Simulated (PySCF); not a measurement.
MHF across group 14

Level: PBE0, basis family def2-TZVP, scalar-relativistic core potentials from Rb on and no relativity for lighter atoms.

Each entry is the lowest minimum that a search over a few typed start shapes (and spin states, where more than one is plausible) found, or that minimum re-optimised at the stated level; isomers with ligand–ligand bonds, or fragments after loss of a ligand pair, can lie lower. Open shells are unrestricted; no spin–orbit coupling; PySCF with density fitting.

| molecule | 2S+1 | point group | mean bond to the central atom (Å) | distinct angles (°) | dipole (D) | polar-tensor charge of the central atom | highest ω (cm⁻¹) |
| --- | --- | --- | --- | --- | --- | --- | --- |
| CHF | ? | ? | ? | ? | ? | ? | ? |
| SiHF | 1 | Cs | 1.577 | 96 | 0.96 | 0.78 | 1969 |
| SnHF | 1 | Cs | 1.865 | 93 | 2.78 | 0.97 | 1702 |

Question: Fill in the row of CHF.

Answer: 2S+1: 1; point group: Cs; mean bond to the central atom (Å): 1.213; distinct angles (°): 102; dipole (D): 1.50; polar-tensor charge of the central atom: 0.40; highest ω (cm⁻¹): 2774.

Left out of the table are members whose search was unfinished or whose lowest solution was spin-contaminated, unstable, very soft or bonded differently.
